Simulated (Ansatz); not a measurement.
`C[C@]1(F)O[Si@H]1O`, charge 0, multiplicity 1.

Give a relaxed structure at PBE0-D4/def2-TZVP (the Gaussian-basis code of Ansatz). (Estimate.)

Computed: 
Z-matrix (Å, degrees):
```
C
C 1 1.489
H 1 1.090 2 110.5
H 1 1.091 2 110.2 3 120.5
H 1 1.094 2 109.4 3 -119.7
F 2 1.380 1 109.7 3 -179.0
O 2 1.449 1 114.4 3 57.5
Si 2 1.814 1 133.2 3 -13.3
O 8 1.622 2 123.5 1 -161.0
H 8 1.470 2 127.2 1 -0.4
H 9 0.961 8 117.2 2 -15.7
```
This is one stationary point; other conformers may exist.
